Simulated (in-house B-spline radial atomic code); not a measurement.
RPA and G0W0 on LDA VWN5: Ca III (Ca2+)

Configuration [Ne] 3s2 3p6, mean-field start LDA VWN5. Computed with a B-spline radial code for spherical atoms: all electrons, non-relativistic, point nucleus, each spin shell either full or empty, empty states to l = 9 with an (l + 1/2)⁻⁴ tail; G0W0 by contour deformation at full frequency.

Command:
```bash
python run_gw.py task.json out
```
Settings (radii: box in bohr, nucleus in fm):
```
Z                        20
electrons                18
configuration            [Ne] 3s2 3p6
hamiltonian              nr
method                   lda,vwn
lmax                     9
spin_polarised           False
box_radius               17.55
intervals                50
```

Run time, properties included: 1.6 s on 1 thread of Arm Neoverse N1, with other jobs on the host.

Energies (hartree):

```json
{"term": "mean-field total", "value": "-675.06883"}
{"term": "Hartree-Fock functional on these orbitals", "value": "-676.13465"}
{"term": "direct second order", "value": "-1.3537"}
{"term": "second-order exchange", "value": "0.45427"}
{"term": "SOSEX correction", "value": "0.40885"}
```

Question: What is the RPA correlation energy, and what remains with SOSEX?

Answer: RPA gives -1.1611 hartree (-1.76 eV per electron); RPA + SOSEX gives -0.75224, and the second-order doubles -0.89945 hartree (no singles). RPA lacks exchange-type terms and so overcorrelates at short range.

Quasi-particle levels (eV):

| level | occupied | mean field | Σx - vxc | Σc | QP weight | G0W0 |
| --- | --- | --- | --- | --- | --- | --- |
| 3p | yes | -43.13 | -7.87 | ? | ? | ? |
| 3d | no | -16.241 | 8.42 | -2.48 | 0.953 | -10.306 |

G0W0 = mean field + (Σx - vxc) + Σc, with Σc (partial-wave tail included) taken at the quasi-particle energy. Only the outer levels were computed. Levels of low weight are left out.

Question: Where does G0W0 put 3p?

Answer: At -50.89 eV, with Σc = 0.11 eV and a quasi-particle weight of 0.921. The tabulated removal energy is 50.913 eV (NIST, measured); the calculation leaves out relativity, Breit and QED terms, and what these don't explain is the method's own error.
